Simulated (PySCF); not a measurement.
AlCl3, triplet, at a GFN2-xTB geometry (such geometries of metal compounds can be far from the true shape) (a higher spin typed on purpose: for a closed-shell molecule this is an excited state); PySCF with HF/6-31G*.

PySCF was given this input:
```python
from pyscf import gto, scf

mol = gto.Mole()
mol.atom = '''
    Al    0.423319    0.428323   -0.041893
    Cl   -1.240930   -1.004886    0.019170
    Cl   -0.327072    2.132425   -0.985917
    Cl    1.244287   -1.455080    0.998783
'''
mol.basis = '6-31g*'
mol.charge = 0
mol.spin = 2
mol.verbose = 4
mol.build()

mf = scf.UHF(mol)
mf.kernel()
```

Task: Predict the main parts of the log of this PySCF run.

Result: 
```
PySCF version 2.14.0

[INPUT] verbose = 4
[INPUT] num. atoms = 4
[INPUT] num. electrons = 64
[INPUT] charge = 0
[INPUT] spin (= nelec alpha-beta = 2S) = 2
[INPUT] symmetry False subgroup None
[INPUT] Mole.unit = angstrom
[INPUT] Symbol           X                Y                Z      unit          X                Y                Z       unit  Magmom
[INPUT]  1 Al     0.423319000000   0.428323000000  -0.041893000000 AA    0.799956973325   0.809413162852  -0.079166296536 Bohr   0.0
[INPUT]  2 Cl    -1.240930000000  -1.004886000000   0.019170000000 AA   -2.345017839757  -1.898959326410   0.036226049808 Bohr   0.0
[INPUT]  3 Cl    -0.327072000000   2.132425000000  -0.985917000000 AA   -0.618076503014   4.029699231176  -1.863113111553 Bohr   0.0
[INPUT]  4 Cl     1.244287000000  -1.455080000000   0.998783000000 AA    2.351361650357  -2.749702689332   1.887426327871 Bohr   0.0

nuclear repulsion = 296.042495088045
number of shells = 32
number of NR pGTOs = 204
number of NR cGTOs = 72
basis = 6-31g*
ecp = {}

******** <class 'pyscf.scf.uhf.UHF'> ********
method = UHF
initial guess = minao
damping factor = 0
level_shift factor = 0
DIIS = <class 'pyscf.scf.diis.CDIIS'>
diis_start_cycle = 1
diis_space = 8
diis_damp = 0
SCF conv_tol = 1e-09
SCF conv_tol_grad = None
SCF max_cycles = 50
direct_scf = True
direct_scf_tol = 1e-13
number electrons alpha = 33  beta = 31
Set gradient conv threshold to 3.16228e-05
init E= -1620.6136320615

cycle= 1 E= -1620.32972140992  delta_E= 0.284  |g|= 0.236  |ddm|= 1.83
cycle= 2 E= -1620.37580906954  delta_E= -0.0461  |g|= 0.0974  |ddm|= 0.574
cycle= 3 E= -1620.38369907972  delta_E= -0.00789  |g|= 0.0314  |ddm|= 0.164
cycle= 4 E= -1620.38612401963  delta_E= -0.00242  |g|= 0.0126  |ddm|= 0.161
cycle= 5 E= -1620.38681270887  delta_E= -0.000689  |g|= 0.00914  |ddm|= 0.0753
cycle= 6 E= -1620.38741115815  delta_E= -0.000598  |g|= 0.00791  |ddm|= 0.0655
cycle= 7 E= -1620.38776556397  delta_E= -0.000354  |g|= 0.00653  |ddm|= 0.0402
cycle= 8 E= -1620.38845675721  delta_E= -0.000691  |g|= 0.0032  |ddm|= 0.108
cycle= 9 E= -1620.38857929206  delta_E= -0.000123  |g|= 0.00163  |ddm|= 0.0496
cycle= 10 E= -1620.38858709138  delta_E= -7.8e-06  |g|= 0.00136  |ddm|= 0.00613
cycle= 11 E= -1620.38860053506  delta_E= -1.34e-05  |g|= 0.000932  |ddm|= 0.0175
cycle= 12 E= -1620.38860639164  delta_E= -5.86e-06  |g|= 0.000486  |ddm|= 0.00663
cycle= 13 E= -1620.38860879717  delta_E= -2.41e-06  |g|= 0.000177  |ddm|= 0.00688
cycle= 14 E= -1620.38860897545  delta_E= -1.78e-07  |g|= 4.75e-05  |ddm|= 0.00167
cycle= 15 E= -1620.38860898095  delta_E= -5.5e-09  |g|= 1.63e-05  |ddm|= 0.000251
cycle= 16 E= -1620.38860898132  delta_E= -3.67e-10  |g|= 7.79e-06  |ddm|= 4.95e-05
Extra cycle  E= -1620.38860898142  delta_E= -1e-10  |g|= 4.31e-06  |ddm|= 1.84e-05
converged SCF energy = -1620.38860898142  <S^2> = 2.0174806  2S+1 = 3.0116312
```
